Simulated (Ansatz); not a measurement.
CH6BrNOSi (`OCN[SiH2]Br`). Total charge 0; spin multiplicity 1. Correlated methods include outer-core shells of Br, which these sets cover unevenly. Scalar relativity is left out up to krypton.

Z-matrix (Å, degrees):
```
C
N 1 1.440
O 1 1.405 2 113.6
H 1 1.093 2 110.7 3 117.7
H 1 1.097 2 108.6 3 -124.1
Si 2 1.706 1 124.6 3 -88.9
H 2 1.007 1 114.9 3 105.9
H 3 0.961 1 108.1 2 -54.5
Br 6 2.239 2 113.3 1 -76.3
H 6 1.477 2 109.9 1 41.2
H 6 1.479 2 108.2 1 165.9
```

(1) Give the diagnostics of a CCSD(T)/def2-TZVPP run (frozen core, Ansatz 0.2.0). (Estimate.)

Answers

(1) Ansatz gave: T1 = 0.0095, largest single amplitude 0.016, largest double 0.016, (T) share of the correlation energy 3.6 %, 9 CCSD cycles. The RHF solution is stable towards an unrestricted one. T1 lies under the customary mark of 0.02 for closed shells.
